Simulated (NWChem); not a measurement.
System: sulfur tetrafluoride (SF$_{4}$); SMILES FS(F)(F)F

All runs: NWChem. Coordinates come from a PBE0/def2-SVP optimisation. Level: PBE0/def2-SVP with SMD (1 M gas to 1 M solution), gas-phase geometry.

```
solvent          dielectric constant  solvation free energy (kcal/mol)  cavity-dispersion-structure term (kcal/mol)  dipole in solution (D)
---------------  -------------------  --------------------------------  -------------------------------------------  ----------------------
water                           78.4                               1.2                                          3.4                    1.08
ethyl acetate                   5.99                              -1.2                                          0.6                    1.06
chlorobenzene                   5.70                              -1.1                                          0.7                    1.06
1,4-dioxane                     2.21                              -0.1                                          1.1                    1.03
ethylene glycol                 40.2                              -0.2                                          1.9                    1.08
acetonitrile                    35.7                              -1.3                                          0.9                    1.08
cyclohexanone                   15.6                              -0.9                                          1.1                    1.07
```
